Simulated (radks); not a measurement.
Ga2+, 29 electrons, occupied as [Ar] 3d10 4s1 (the NIST ground configuration). Method: Dirac Kohn-Sham, Slater X-alpha with alpha = 0.667, spin-unpolarised, spherical densities, finite nucleus; Fermi nuclear charge, rms radius 3.9973 fm; computed with a radial shooting solver on a logarithmic mesh with Libxc functionals.

Normalised radial functions P(r) = r R(r) (large component), r in bohr:

```
   r/bohr * 3p1/2 (the largest magnitude, 1.31, reaches the edge; | marks zero)
 0.003563                             *
 0.004677                             *
 0.006091                             *
 0.007931                             *
  0.01033                             |*
  0.01345                             |*
  0.01751                             | *
   0.0228                             |  *
  0.02993                             |   *
  0.03897                             |     *
  0.05074                             |       *
  0.06607                             |          *
  0.08603                             |            *
    0.112                             |             *
   0.1459                             |            *
   0.1915                             |      *
   0.2493                           * |
   0.3246                *            |
   0.4227      *                      |
   0.5505  *                          |
   0.7168     *                       |
   0.9333            *                |
    1.225                    *        |
    1.595                         *   |
    2.077                            *|
    2.705                             *
    3.522                             *
    4.586                             *
    5.971                             *
```

3p1/2: eigenvalue -119.75 eV, 1 radial node at r = 0.237 bohr, <r> = 0.673 bohr, 90 % of the charge inside 1.04 bohr.
